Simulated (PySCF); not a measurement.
# One molecule, several mistakes: GeH2OSi

Calculated results; nothing here was measured. The program is PySCF 2.14.0, an open-source quantum chemistry code, run on an isolated molecule that a program drew, which may never have been made. The molecule is GeH2OSi (charge 0, singlet), drawn as the SMILES string `O=[SiH][GeH]`.

Each row is a Hartree-Fock (HF) and frozen-core CCSD(T) single point in the cc-pV(D+d)Z basis, meant for a local HF minimum. Run 1 is clean. Each other run has one planted mistake out of seven kinds, and not every kind appears here: one electron removed, one electron added, multiplicity raised by two, geometry at a saddle point, minimal basis STO-3G, one bond length entered in bohr, all coordinates scaled. The reference is restricted for singlets and unrestricted otherwise, and also for a bond in bohr. Adding or removing an electron swaps singlet and doublet. Electrons count all cores. HOMO and LUMO are orbital energies over both spins, the gradient is its largest component, and the lowest frequency (negative if imaginary) is given only where the gradient is small. Bond lengths are over the 4 bonds as drawn. T1 is the CCSD diagnostic: over 0.02 (restricted) or 0.045 (unrestricted) a single reference is doubtful. Germanium has the cc-pVDZ-PP basis, with a core potential (ECP10MDF) in place of its 10 inner electrons, and its 3s, 3p and 3d shells are frozen in CCSD(T).

Geometry of the clean run:
```xyz
5
GeH2OSi, angstrom
O    -0.4195    2.0021    0.1180
Si    0.9924    1.4894    0.0262
Ge    1.8526   -0.0633    1.7390
H     1.9248    1.9136   -1.0557
H     1.4922   -1.2798    0.7923
```

| run | electrons | basis functions | <S^2> | HOMO (eV) | LUMO (eV) | gradient (hartree/bohr) | lowest frequency (cm^-1) | mean bond (Å) | longest bond (Å) | T1 | HF (hartree) | CCSD(T) (hartree) | mistake |
|---|---|---|---|---|---|---|---|---|---|---|---|---|---|
| 1 | 56 | 70 | 0.000 | -9.22 | -0.61 | 7.3e-06 | 128 | 1.7611 | 2.467 | 0.0248 | -658.29588 | -658.69260 | no fault |
| 2 | 57 | 70 | 0.763 | -2.04 | 6.57 | 2.9e-02 | - | 1.7611 | 2.467 | 0.0226 | -658.34361 | -658.74701 | one electron added |
| 3 | 56 | 70 | 1.837 | -7.93 | 0.10 | 8.1e-03 | - | 2.0959 | 2.844 | 0.0681 | -658.14156 | -658.48267 | one bond length entered in bohr |
| 4 | 56 | 70 | 2.027 | -8.56 | -1.21 | 3.2e-02 | - | 1.7611 | 2.467 | 0.0340 | -658.26777 | -658.65305 | multiplicity raised by two |
| 5 | 55 | 70 | 0.975 | -15.32 | -6.01 | 9.1e-02 | - | 1.7611 | 2.467 | 0.0922 | -658.00544 | -658.37087 | ? |

**Which mistake was planted in run 5, and what did it cost?**

It counts 55 electrons, one fewer than the clean run, at the same geometry and basis. So the mistake is: one electron removed. Subtracting run 1 and multiplying by 627.51 kcal/mol a hartree, the energy moved by 182.3 kcal/mol in HF and 201.9 kcal/mol in CCSD(T).

Cautions from the logs. Run 1: T1 is over the limit, so its CCSD(T) energy is less reliable; run 3: T1 is over the limit, so its CCSD(T) energy is less reliable; run 5: T1 is over the limit, so its CCSD(T) energy is less reliable.
